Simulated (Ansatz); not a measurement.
# Molecular dynamics of H$_{17}$O$_{8}$F

input.yaml

```yaml
crystal:
  lattice:
    - [6.495065, 0.0, 0.0]
    - [0.0, 6.495065, 0.0]
    - [0.0, 0.0, 6.495065]
  atoms:
    - { symbol: O, position: [0.97286978, 0.63773491, 0.62527527] }
    - { symbol: H, position: [0.8412839, 0.59737767, 0.55951699] }
    - { symbol: H, position: [1.07034115, 0.51051004, 0.63255239] }
    - { symbol: O, position: [0.5999058, 0.45223712, 0.37278314] }
    - { symbol: H, position: [0.46888025, 0.50805445, 0.32666877] }
    - { symbol: H, position: [0.57421143, 0.32453231, 0.43376533] }
    - { symbol: O, position: [0.1192695, 0.81396676, 0.94131334] }
    - { symbol: H, position: [0.00379246, 0.84658253, 1.03499149] }
    - { symbol: H, position: [0.05270163, 0.71807743, 0.8430933] }
    - { symbol: O, position: [0.83487303, 0.08494513, 1.00746505] }
    - { symbol: H, position: [0.84336046, 0.09520873, 0.86246556] }
    - { symbol: H, position: [0.6997845, 0.06859847, 1.02371953] }
    - { symbol: O, position: [0.1692917, 0.23466074, 0.61468441] }
    - { symbol: H, position: [0.04995081, 0.24551565, 0.52494565] }
    - { symbol: H, position: [0.14937469, 0.10265899, 0.68093217] }
    - { symbol: O, position: [0.61439854, 0.48020778, 0.92541473] }
    - { symbol: H, position: [0.70599749, 0.55641446, 0.84307449] }
    - { symbol: H, position: [0.48576017, 0.5393213, 0.89519882] }
    - { symbol: O, position: [0.32943295, 0.75170466, 0.31844486] }
    - { symbol: H, position: [0.24801543, 0.74065318, 0.19712337] }
    - { symbol: H, position: [0.2294661, 0.78267783, 0.41245776] }
    - { symbol: O, position: [0.14175236, 0.25741376, 0.20064393] }
    - { symbol: H, position: [0.0483838, 0.21856249, 0.08890899] }
    - { symbol: H, position: [0.26855853, 0.19925181, 0.18707325] }
    - { symbol: F, position: [0.62010701, 0.90978531, 0.46097504] }
    - { symbol: H, position: [0.5085082, 0.84945573, 0.39197797] }
basis:
  ecutwfc: 500.0
kpoints:
  mp_grid: { grid: [1, 1, 1] }
hamiltonian:
  xc: r2scan
  dispersion: d3bj
scf:
  occupations: { method: fermi_dirac, width: 0.05 }
  lower_state_search: "off"
md:
  timestep: 0.5
  n_steps: 200
  ensemble: nvt_langevin
  temperature: 1000.0
  initial_velocities: maxwell_boltzmann
  seed: 792531
  friction: 0.05
```

Launched with:

```bash
$ ansatz run input.yaml --threads 1 --pin off --max-ram 3072MiB --backend cpu --events-out ev --progress --plain --runs-dir out
```

It goes on from the last frame of an earlier run, with new velocities.

Output, in part (step lines):

```
md step     0: t =     0.00 fs  T =   961.5 K  F+E_penalty+E_count = -5630.49129903 eV  E_kin = 3.231500 eV  (9 SCF iters)
md step     1: t =     0.50 fs  T =   949.2 K  F+E_penalty+E_count = -5630.66004133 eV  E_kin = 3.190087 eV  (8 SCF iters)
md step     2: t =     1.00 fs  T =   950.9 K  F+E_penalty+E_count = -5630.70900832 eV  E_kin = 3.195882 eV  (8 SCF iters)
md step     3: t =     1.50 fs  T =   872.4 K  F+E_penalty+E_count = -5630.59882308 eV  E_kin = 2.931822 eV  (8 SCF iters)
md step     4: t =     2.00 fs  T =   727.3 K  F+E_penalty+E_count = -5630.36037967 eV  E_kin = 2.444392 eV  (8 SCF iters)
md step     5: t =     2.50 fs  T =   569.0 K  F+E_penalty+E_count = -5630.09457945 eV  E_kin = 1.912394 eV  (6 SCF iters)
md step     6: t =     3.00 fs  T =   589.5 K  F+E_penalty+E_count = -5629.92309508 eV  E_kin = 1.981097 eV  (7 SCF iters)
md step     7: t =     3.50 fs  T =   616.4 K  F+E_penalty+E_count = -5629.89133344 eV  E_kin = 2.071462 eV  (7 SCF iters)
[... lines left out ...]
```

The steps, from the saved trajectory:

```tsv
time (fs)	T (K)	potential energy less start (eV)
0.0	962	0.000
3.0	589	0.568
6.0	815	0.207
9.0	888	0.419
12.0	885	0.317
15.0	967	0.311
18.0	808	0.600
21.0	754	0.481
24.0	885	0.065
27.0	885	0.258
30.0	845	0.750
33.0	966	0.589
36.0	1089	0.472
39.0	1106	0.829
42.0	808	1.681
45.0	1252	0.830
48.0	865	1.868
51.0	1053	1.439
54.0	967	1.543
57.0	1178	1.115
60.0	964	1.440
63.0	1165	0.696
66.0	1130	1.201
69.0	1025	0.207
72.0	808	0.605
75.0	927	0.136
78.0	909	-0.232
81.0	820	0.497
84.0	743	0.210
87.0	929	0.058
90.0	733	0.485
93.0	937	0.091
96.0	829	0.362
99.0	889	0.976
```

All steps were run. A run of 0.1 ps of so small a system gives no equilibrium averages. Limits of this set-up: coarse k mesh.

Mean squared displacements from the first frame to the last, about the centre of mass: O 0.31 Å², H 1.08 Å², F 0.25 Å².

Last frame:

```xyz
26
Lattice="6.4951 0.0000 0.0000 0.0000 6.4951 0.0000 0.0000 0.0000 6.4951" Properties=species:S:1:pos:R:3
O 5.572 4.308 3.949
H 5.213 3.470 3.435
H 6.544 4.088 4.172
O 3.917 2.403 2.447
H 3.448 2.780 1.737
H 4.317 1.642 1.994
O 1.001 5.359 5.974
H 0.594 6.159 6.248
H 0.196 4.994 5.558
O 5.542 0.935 6.351
H 5.610 0.737 5.362
H 5.607 1.876 6.282
O 0.934 1.147 4.031
H 1.817 1.306 3.717
H 0.723 0.211 3.773
O 3.675 3.194 6.081
H 3.732 4.192 6.155
H 3.349 3.051 5.210
O 1.794 4.694 2.657
H 1.244 4.865 1.842
H 1.788 3.723 2.460
O 1.383 1.906 0.840
H 0.456 2.345 0.453
H 2.102 2.440 0.225
F 4.265 6.162 2.542
H 3.846 5.348 2.275
```

Time of the run: 24 min on 1 thread of AMD EPYC 9R45 96-Core Processor (Zen 5), with other jobs on the host, peak memory 0.94 GiB.
